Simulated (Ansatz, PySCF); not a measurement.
Zr(H)3(SH) (H4SZr), SMILES [SH][ZrH3], multiplicity 1. Atoms are numbered in the order given.

```xyz
6

Zr    -0.4505    -0.2493    -0.1526
H     -0.6437    -1.3058     1.3519
H     -1.5374     1.2402    -0.0910
H     -0.7710    -1.1960    -1.7033
S      1.8290     0.4981    -0.1986
H      1.9293    -0.2268     0.9435
```

Geometry optimised at PBE0-D3(BJ)/def2-TZVP. The multiplicity is an assumed one; other spin states were not compared. The def2 effective core potentials stand for the cores of Zr; spin–orbit coupling is left out.

Two levels are set side by side: PBE-D3(BJ)/def2-TZVP (Ansatz, a quantum-chemistry and plane-wave program) and PBE0-D3(BJ)/def2-TZVP (Ansatz). Each level has its own optimised geometry; the coordinates shown are those of the second. Frequencies come from the Hessian of PySCF at each geometry. Differences are taken from unrounded values.

| quantity | PBE0-D3(BJ) |
|---|---|
| mean bond length (Å) | 1.859 |
| bond Zr1–S5 (Å) | 2.399 |
| bond Zr1–H2 (Å) | 1.849 |
| bond Zr1–H3 (Å) | 1.845 |
| bond Zr1–H4 (Å) | 1.845 |
| bond S5–H6 (Å) | 1.356 |
| highest harmonic wavenumber (cm⁻¹) | 2618 |
| mean harmonic wavenumber (cm⁻¹) | 925 |
| zero-point energy (kcal/mol) | 15.86 |

Problem. What does PBE-D3(BJ) give, and how far is it from PBE0-D3(BJ)? (An estimate is asked for; the answer gives what the named calculation found.)

Solution. 
| quantity | PBE-D3(BJ) | PBE-D3(BJ) minus PBE0-D3(BJ) |
|---|---|---|
| mean bond length (Å) | 1.868 | 0.009 |
| bond Zr1–S5 (Å) | 2.403 | 0.004 |
| bond Zr1–H2 (Å) | 1.859 | 0.011 |
| bond Zr1–H3 (Å) | 1.855 | 0.010 |
| bond Zr1–H4 (Å) | 1.855 | 0.010 |
| bond S5–H6 (Å) | 1.369 | 0.013 |
| highest harmonic wavenumber (cm⁻¹) | 2514 | -104 |
| mean harmonic wavenumber (cm⁻¹) | 900 | -25 |
| zero-point energy (kcal/mol) | 15.44 | -0.42 |

GGA bonds tend to be longer and softer than those of functionals with exact exchange. Differences between two approximate levels are no errors against the true value.
